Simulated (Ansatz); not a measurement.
C3H9CuOSi, SMILES `C[Si](C)(C)[O][Cu]`. Total charge 0; spin multiplicity 1.

```xyz
15

C    -0.792    1.011    1.192
Si   -0.226   -0.148   -0.175
C     0.404    0.871   -1.615
C     1.185   -1.191    0.500
O    -1.447   -1.073   -0.721
Cu   -2.425   -2.239    0.206
H     0.015    1.673    1.520
H    -1.135    0.452    2.070
H    -1.622    1.637    0.851
H     0.758    0.223   -2.421
H     1.232    1.519   -1.313
H    -0.391    1.503   -2.019
H     1.547   -1.891   -0.258
H     2.030   -0.571    0.814
H     0.866   -1.775    1.369
```

Question: List the harmonic frequencies (cm⁻¹, unscaled) at PBE0-D4/def2-TZVP in Ansatz. (Estimate.)

Answer: Computed: 25, 70, 139, 162, 167, 177, 191, 221, 270, 284, 514, 627, 659, 673, 680, 748, 757, 838, 846, 847, 980, 1262, 1263, 1270, 1439, 1443, 1444, 1452, 1454, 1462, 3034, 3035, 3043, 3111, 3113, 3122, 3122, 3126, 3131.

Question: Is this a minimum?

Answer: Yes, all 39 modes are real.

Question: Give the ideal-gas thermochemistry at 298.15 K and 1 bar (rigid rotor, harmonic oscillator; point group Cs, symmetry number 1).

Answer: Zero-point energy 300.3 kJ/mol; H(298) − E = 329.7 kJ/mol; entropy 423.2 J/(mol·K), of which translation 171.6, rotation 121.3, vibration 130.3; G(298) − E = 203.5 kJ/mol. Modes under 100 cm⁻¹ are hindered rotations or soft bends, so the harmonic entropy is rough.

Question: And at 400, 500, 600, 800 and 1000 K?

Answer: 
| T (K) | H − E (kJ/mol) | S (J/mol/K) | G − E (kJ/mol) |
| --- | --- | --- | --- |
| 400 | 346.5 | 471.5 | 157.9 |
| 500 | 365.6 | 514.0 | 108.6 |
| 600 | 386.7 | 552.4 | 55.2 |
| 800 | 433.7 | 619.9 | -62.2 |
| 1000 | 485.8 | 677.9 | -192.1 |

Question: Rotational constants (cm⁻¹)?

Answer: 0.1068, 0.0334, 0.03335.
